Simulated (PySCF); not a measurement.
Q: Give a PBE0-D3(BJ)/def2-SVP geometry of `C[O][Al]([F])[O]C`.

A: 
Z-matrix in Å and degrees, rows numbered from 1:
```
C 
O   1  1.3895
Al  2  1.6791  1  139.73
F   3  1.6557  2  120.89  1     1.70
O   3  1.6766  2  121.33  1  -178.09
C   5  1.3897  3  138.03  2    -3.17
H   1  1.1041  2  110.56  3  -121.87
H   1  1.1054  2  112.94  3    -1.22
H   1  1.1043  2  110.57  3   119.44
H   6  1.1040  5  110.37  3   126.41
H   6  1.1054  5  112.97  3     5.77
H   6  1.1044  5  110.60  3  -115.02
```

Al3 (aluminium bonded to F and 2 O) is planar (angles 121.3°, 120.9° and 117.8°, sum 360.0°, 0.00 Å off the plane of its three neighbours). O2 (oxygen bonded to Al and C) is bent (angle 139.7°). The 6 heavy atoms lie in one plane (0.012 Å rms).

Theory: PBE0-D3(BJ)/def2-SVP geometry optimisation, gas phase (PySCF 2.14.0).

Point group: near Cs, missed by 0.11 Å at most; the miss may be what the optimiser left on a soft mode. Stationary, but not proved a minimum. One conformer, not necessarily the lowest (C1–O2–Al3–F4 2°, O2–Al3–O5–C6 -3°).
